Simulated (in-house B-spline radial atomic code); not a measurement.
## The chromium ion Cr⁵⁺: [Ar] 3d1

Method: non-relativistic Hartree-Fock with fractional occupations, spin-polarised, spherical fractional occupations, point nucleus. Calculated with a radial B-spline atomic code at the basis-set limit.

Effective charges: Z_r = [3n² - l(l+1)]/(2<r>) from the radius, Z_e = n√(-2ε) from the energy, and Slater's rules. Values are occupation-weighted means over spin.

```json
{"shell": "1s", "electrons": "2", "ε (eV)": "-6087.2", "<r> (bohr)": "0.06416", "Z_r": "23.38", "Z_e": "21.15", "Slater": "23.70"}
{"shell": "2s", "electrons": "2", "ε (eV)": "-806.36", "<r> (bohr)": "0.2938", "Z_r": "20.42", "Z_e": "15.40", "Slater": "19.85"}
{"shell": "2p", "electrons": "6", "ε (eV)": "-695.31", "<r> (bohr)": "0.2597", "Z_r": "19.25", "Z_e": "14.30", "Slater": "19.85"}
{"shell": "3s", "electrons": "2", "ε (eV)": "-173.44", "<r> (bohr)": "0.8658", "Z_r": "15.59", "Z_e": "10.71", "Slater": "12.75"}
{"shell": "3p", "electrons": "6", "ε (eV)": "-137.77", "<r> (bohr)": "0.8988", "Z_r": "13.91", "Z_e": "9.55", "Slater": "12.75"}
{"shell": "3d", "electrons": "1", "ε (eV)": "-72.028", "<r> (bohr)": "1.009", "Z_r": "10.41", "Z_e": "6.90", "Slater": "6.00"}
```

The least bound orbital is 3d up at -72.03 eV, and it is also the most diffuse (<r> = 1.009 bohr).

Caution: exact exchange at fractional occupations of open shells leaves self-interaction of up to several eV.
